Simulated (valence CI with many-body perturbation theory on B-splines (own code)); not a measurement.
# I²⁺: electric-dipole lines

Computed by configuration interaction combined with many-body perturbation theory (CI+MBPT): five valence electrons over a frozen Dirac-Fock core [Kr] 4d10, a basis of 11 s, 11 p, 10 d, 8 f, 5 g, 2 h functions for each j, with the one-electron correlation potential Σ1 (screened to all orders), the two-electron term Σ2, the three-electron term Σ3, Breit, model QED; selected single and double excitations, second order for the rest, scaled by the run's own slope (own B-spline code, finite nucleus).

No measured spectrum was set against this ion. As an estimate, levels hold to about 250 cm⁻¹ or 0.2 % of their energy and the worst to 1 %, as in measured heavy ions of charge 2 to 7. Among the levels kept, up to 3000 cm⁻¹ of a level comes from second order outside the variational space, and about a tenth of that is noise between levels of different J, which matters for small intervals.

Lines 301 to 350 of 600 in falling wavelength, among levels below 188663 cm⁻¹, chosen from the strongest by gf and those to the six lowest levels. Wavelengths and rates use the calculated energies, so an error of 200 cm⁻¹ moves a line at 2462 Å by 0.49 % and its rate by three times that or more. Electric multipoles are in the length gauge, E1 and E2 with the static RPA response of the core. Weak lines are less certain than strong ones. Lines between different terms over intervals too small for the method are left out, as are lines whose strength nearly cancels. Where a level lies close to another of its J and parity, the split of strength between their lines is uncertain. The highest levels of a list are the least certain.

Names give the largest LS component (configuration and term), which can be under half, so a name can repeat, a term be missing and a line seem to break the LS rules; names also repeat where a configuration has a term twice. Letters in brackets count levels of one name in rising energy.

```
λ vac (Å)                   Upper                  Lower   A (s⁻¹)  S (a.u.)
     2462  4f 5s2 5p2 2F°_5/2 [b]  5s2 5p2 5d 2F_5/2 [c]  7.81e+07  3.45e+00
     2442      4f 5s2 5p2 4D°_5/2      5s2 5p2 5d 4P_5/2  3.27e+07  1.41e+00
     2438  4f 5s2 5p2 2D°_3/2 [b]  5s2 5p2 5d 2D_3/2 [b]  7.10e+07  2.03e+00
     2432      4f 5s2 5p2 4D°_3/2      5s2 5p2 5d 4P_1/2  7.02e+07  1.99e+00
     2418      4f 5s2 5p2 4D°_1/2      5s2 5p2 5d 4P_1/2  2.42e+08  3.37e+00
     2395      5s2 5p2 7p 2D°_3/2  5s2 5p2 5d 2D_3/2 [b]  3.60e+07  9.77e-01
     2389  5s2 5p2 6p 2D°_5/2 [d]      5s2 5p2 5d 4D_5/2  1.66e+07  6.70e-01
     2373      4f 5s2 5p2 4D°_3/2      5s2 5p2 5d 4P_3/2  1.06e+08  2.79e+00
     2360      4f 5s2 5p2 4D°_1/2      5s2 5p2 5d 4P_3/2  5.93e+07  7.69e-01
     2346       5s2 5p2 6d 2P_1/2     5s2 5p2 6p 2S°_1/2  4.96e+07  6.33e-01
     2339      4f 5s2 5p2 4F°_5/2      5s2 5p2 5d 4P_3/2  8.75e+07  3.31e+00
     2296  4f 5s2 5p2 2F°_7/2 [c]  5s2 5p2 5d 2F_5/2 [c]  1.29e+08  6.15e+00
     2291      4f 5s2 5p2 2H°_9/2  5s2 5p2 5d 2F_7/2 [b]  2.49e+08  1.47e+01
     2289  4f 5s2 5p2 2F°_7/2 [c]  5s2 5p2 5d 2F_7/2 [b]  2.43e+07  1.15e+00
     2265  4f 5s2 5p2 2D°_3/2 [a]      5s2 5p2 5d 4P_3/2  2.81e+07  6.43e-01
     2257  4f 5s2 5p2 2F°_5/2 [a]  5s2 5p2 5d 2D_3/2 [a]  2.54e+08  8.64e+00
     2245      4f 5s2 5p2 4F°_7/2      5s2 5p2 5d 4P_5/2  9.06e+07  4.05e+00
     2232      4f 5s2 5p2 4F°_5/2      5s2 5p2 5d 4P_5/2  7.09e+07  2.33e+00
     2223      5s2 5p2 6p 2F°_7/2  5s2 5p2 5d 2F_7/2 [a]  1.39e+07  6.04e-01
     2222  4f 5s2 5p2 2D°_3/2 [b]  5s2 5p2 5d 2P_1/2 [b]  1.33e+08  2.89e+00
     2186      5s2 5p2 7p 2D°_3/2  5s2 5p2 5d 2P_1/2 [b]  9.37e+07  1.93e+00
     2178  4f 5s2 5p2 2F°_5/2 [b]      5s2 5p2 6s 2D_3/2  2.70e+07  8.27e-01
     2164  4f 5s2 5p2 2F°_7/2 [a]      5s2 5p2 5d 2G_7/2  1.96e+07  7.86e-01
     2153  4f 5s2 5p2 2G°_9/2 [b]      5s2 5p2 5d 2G_7/2  6.99e+07  3.45e+00
     2086  4f 5s2 5p2 4G°_7/2 [b]      5s2 5p2 5d 4D_5/2  4.27e+07  1.53e+00
     2069  4f 5s2 5p2 4G°_7/2 [a]  5s2 5p2 5d 2F_5/2 [a]  3.71e+07  1.30e+00
     2055      4f 5s2 5p2 4F°_7/2      5s2 5p2 5d 4D_7/2  3.49e+07  1.20e+00
     2030      4f 5s2 5p2 2G°_7/2      5s2 5p2 5d 4D_5/2  2.37e+08  7.83e+00
     2012  4f 5s2 5p2 2G°_9/2 [c]      5s2 5p2 5d 2G_9/2  5.35e+07  2.15e+00
     2001      4f 5s2 5p2 2D°_5/2      5s2 5p2 5d 4D_3/2  5.81e+07  1.38e+00
     1999       5s 5p3 5d 6D°_9/2      5s2 5p2 5d 2G_7/2  5.37e+07  2.11e+00
     1991  4f 5s2 5p2 2F°_5/2 [b]  5s2 5p2 5d 2D_3/2 [a]  3.42e+07  7.99e-01
     1970  5s2 5p2 6p 2P°_3/2 [a]          5s 5p4 2D_3/2  3.67e+07  5.53e-01
     1963  4f 5s2 5p2 2F°_7/2 [c]      5s2 5p2 6s 2D_5/2  4.43e+07  1.32e+00
     1962  4f 5s2 5p2 2F°_7/2 [a]      5s2 5p2 5d 4D_7/2  2.30e+07  6.87e-01
     1953  4f 5s2 5p2 2G°_9/2 [b]      5s2 5p2 5d 4D_7/2  4.12e+08  1.51e+01
     1952  4f 5s2 5p2 2F°_5/2 [a]      5s2 5p2 6s 2P_3/2  8.03e+07  1.77e+00
     1944  4f 5s2 5p2 2G°_9/2 [c]      5s2 5p2 5d 2G_7/2  2.52e+08  9.15e+00
     1938      4f 5s2 5p2 4G°_5/2      5s2 5p2 5d 4F_5/2  4.45e+07  9.60e-01
     1930      5s2 5p2 6p 2F°_7/2      5s2 5p2 5d 4F_5/2  2.04e+07  5.79e-01
     1922      4f 5s2 5p2 2G°_7/2  5s2 5p2 5d 2F_7/2 [a]  4.99e+07  1.40e+00
     1920      4f 5s2 5p2 4G°_5/2  5s2 5p2 5d 2P_3/2 [a]  2.36e+07  4.94e-01
     1920      4f 5s2 5p2 4F°_3/2      5s2 5p2 5d 4D_3/2  6.14e+07  8.58e-01
     1918      4f 5s2 5p2 4F°_3/2      5s2 5p2 5d 4D_1/2  1.63e+08  2.28e+00
     1914      4f 5s2 5p2 4D°_5/2      5s2 5p2 5d 4D_3/2  2.70e+08  5.61e+00
     1899  4f 5s2 5p2 4G°_7/2 [a]      5s2 5p2 5d 4F_5/2  5.72e+08  1.54e+01
     1882  5s2 5p2 6p 2D°_5/2 [d]      5s2 5p2 5d 4F_3/2  5.16e+07  1.02e+00
     1879  4f 5s2 5p2 4G°_7/2 [b]  5s2 5p2 5d 2F_5/2 [a]  3.76e+08  9.84e+00
     1877      4f 5s2 5p2 4G°_5/2      5s2 5p2 5d 4F_3/2  4.38e+08  8.57e+00
     1865     4f 5s2 5p2 2H°_11/2      5s2 5p2 5d 2G_9/2  8.96e+08  3.44e+01
```
